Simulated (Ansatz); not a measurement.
One change: `CC1=CC1` becomes `[SnH3][CH2]C1=CC1`.

Ansatz, PBE0-D4/def2-TZVP geometries, multiplicity 1. Each molecule was computed in one conformer, which needn't be the lowest.

Elements past krypton have def2 core potentials.

```
                                          property  `CC1=CC1`
size of the dipole moment (ωB97M-V/def2-TZVPP) / D       0.93
                 LUMO energy (PBE/def2-TZVPP) / eV      -0.54
               LUMO energy (B3LYP/def2-TZVPP) / eV       0.28
             HOMO–LUMO gap (B3LYP/def2-TZVPP) / eV       6.90
    size of the dipole moment (PBE/def2-TZVPP) / D       0.95
             LUMO energy (ωB97M-V/def2-TZVPP) / eV       2.67
```

Q: Give the same properties after the change, and the shifts. (An estimate is asked.)

A: Ansatz gave: 
| property | `[SnH3][CH2]C1=CC1` | shift |
| --- | --- | --- |
| size of the dipole moment (ωB97M-V/def2-TZVPP) / D | 0.95 | 0.02 |
| LUMO energy (PBE/def2-TZVPP) / eV | -1.05 | -0.51 |
| LUMO energy (B3LYP/def2-TZVPP) / eV | -0.42 | -0.70 |
| HOMO–LUMO gap (B3LYP/def2-TZVPP) / eV | 5.91 | -0.99 |
| size of the dipole moment (PBE/def2-TZVPP) / D | 0.94 | -0.01 |
| LUMO energy (ωB97M-V/def2-TZVPP) / eV | 1.35 | -1.32 |

With PBE0 the HOMO rises by 0.31 eV and the LUMO falls by 0.71 eV, so the gap narrows by about 1.02 eV. PBE moves the HOMO by 0.23 eV and ωB97M-V by 0.40 eV. Dipoles are sizes alone; their direction can turn.

B3LYP here is the variant with VWN-RPA as its local correlation; programs differ in this.
